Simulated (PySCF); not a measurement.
**A small calculation by hand: chemical shift, span and skew from a shielding tensor**

Cl₂H₃NOSi, SMILES N[Si](O)(Cl)Cl. Atoms are numbered in the order given.

```xyz
8

N     -1.4783     1.1461     0.5719
Si    -0.3720    -0.0320     0.0268
O     -1.2414    -1.3876    -0.3750
Cl     0.9784    -0.3430     1.5642
Cl     0.7692     0.4698    -1.6523
H     -2.2665     1.4214    -0.0178
H     -1.1528     1.9071     1.1697
H     -0.8026    -1.9576    -1.0315
```
Charge 0, spin multiplicity 1.

Coordinates come from a PBE-D3(BJ)/def2-SVP optimisation. This is a generated structure with no PubChem entry under its InChIKey; it may be hypothetical. One conformer was computed; it need not be the lowest.

GIAO shieldings from HF/pcSseg-1 (PySCF), non-relativistic, no solvent. The symmetric part of the tensor of N1 has the principal values 209.5, 225.8, 264.7 ppm. The same nucleus in NH3 has σ = 267.3 ppm at this level (PySCF, at its B3LYP-D3(BJ)/def2-TZVP geometry). Without spin–orbit terms, shifts of atoms bonded to Cl or Br come out too high.

Work out the isotropic shielding, the ¹⁵N shift against NH3, the span and the skew.


σ(iso) = (σ11 + σ22 + σ33)/3 = 233.3 ppm. δ = σ(ref) − σ(iso) = 267.3 − (233.3) = 34.0 ppm.
Span Ω = σ33 − σ11 = 55.2 ppm. Skew κ = 3(σ(iso) − σ22)/Ω = 0.41. Tumbling in solution averages the tensor to δ; in a static solid the shielding alone would spread this spin-1/2 line over Ω.
